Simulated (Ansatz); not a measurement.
Molecule: sum formula AlClF₂, net charge 0, singlet state. 
Structure (B3LYP-D3(BJ)/def2-TZVP (Ansatz, a program for electronic structure) minimum search):
```xyz
4

F     -1.2760    -1.3874     0.0091
Al    -0.4205     0.0071     0.0035
F     -1.2286     1.4295     0.0116
Cl     1.6475    -0.0277    -0.0136
```

Total electronic energies in hartree. Valence correlation only, unless marked. No spin-orbit coupling. No relativistic terms. CBS marks a two-point X^-3 extrapolation of the correlation energy; Hartree-Fock from the larger set (for Q and 5 zeta extrapolated as (X+1)exp(-9√X)).

```tsv
level	program	energy (Eh)
HF/6-31G*	Ansatz	-900.49317
HSE06-D3(BJ)/def2-TZVPD	Ansatz + dftd3	-902.17992
HSE06/def2-TZVPD	Ansatz	-902.17823
B2GP-PLYP-D3(BJ)/def2-TZVPD	Ansatz + dftd3	-902.20401
B2GP-PLYP/def2-TZVPD	Ansatz	-902.20130
MP2/cc-pV(D+d)Z	Ansatz	-901.10706
RI-MP2/cc-pV(T+d)Z	Ansatz	-901.40420
CCSD/6-31G	Ansatz	-900.70476
CCSD(T)/CBS(cc-pV(Q+d)Z,cc-pV(5+d)Z)	Ansatz	-901.6056
```

Totals of different functionals don't rank their quality; only differences between species are comparable.
